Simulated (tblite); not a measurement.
Species: C2H11GeNSi2.
Atom-mapped SMILES: `[GeH3:1][NH:2][SiH2:3][SiH:4]1[CH2:5][CH2:6]1` (hydrogens: H7, H8, H9 on Ge1; H10 on N2; H11, H12 on Si3; H13 on Si4; H14, H15 on C5; H16, H17 on C6)

Structure used (GFN2-xTB), in Å, numbered top down from 1:
```xyz
17
C2H11GeNSi2 angstrom
Ge    -2.9104   -0.1450    0.6705
N     -1.9212   -1.1319   -0.4851
Si    -0.4047   -0.6891   -1.2094
Si     0.9086    0.0608    0.5088
C      2.7896    0.0286    0.2910
C      2.1843    1.4184    0.1601
H     -4.2495   -0.8038    0.7792
H     -2.2135   -0.1369    1.9937
H     -3.0715    1.2726    0.1995
H     -2.4675   -1.7674   -1.0447
H     -0.6039    0.3185   -2.2728
H      0.0366   -1.9279   -1.8700
H      0.5573    0.0318    1.9329
H      3.4376   -0.1221    1.1412
H      3.2212   -0.3842   -0.6096
H      2.2383    1.8638   -0.8233
H      2.4617    2.1260    0.9271
```

Level: GFN2-xTB in tblite, geometry and Hessian alike; calculated harmonic values, unscaled, isolated species. Errors from tens to a few hundred cm⁻¹ against measured bands are possible. Modes of hydrogen on germanium and silicon can be 10 to 20 % off. One conformer, not necessarily the lowest. The optimisation stopped once no atom felt more than 0.01 eV/Å.

Lowest wavenumbers of the output (negative numbers stand for imaginary wavenumbers):
```
mode    cm-1
  1     -28.2
  2      24.8
  3      86.1
  4     104.2
  5     117.2
  6     134.7
  7     207.6
  8     350.7
```

**Question.** Is this structure a minimum?

**Answer.** Not by this Hessian. 1 mode is imaginary beyond 20i (28i cm⁻¹), so at this level the point lies at or near a first-order saddle. The curvature is small, so loose convergence or finite differences may be the whole cause.

**Question.** Which atoms move in the imaginary mode?

**Answer.** 28i: H9 (Ge–H hydrogen) 18 %, H8 (Ge–H hydrogen) 15 %, Si4 (SiH silicon) 11 %, H7 (Ge–H hydrogen) 10 %. These are shares of the mass-weighted motion.

**Question.** What is the remedy?

**Answer.** Step along that mode in both directions, optimise again with tighter thresholds and repeat the frequencies. The zero-point energy of this point (72.2 kcal/mol) counts the 44 real modes alone, and thermal corrections from it aren't those of a minimum.
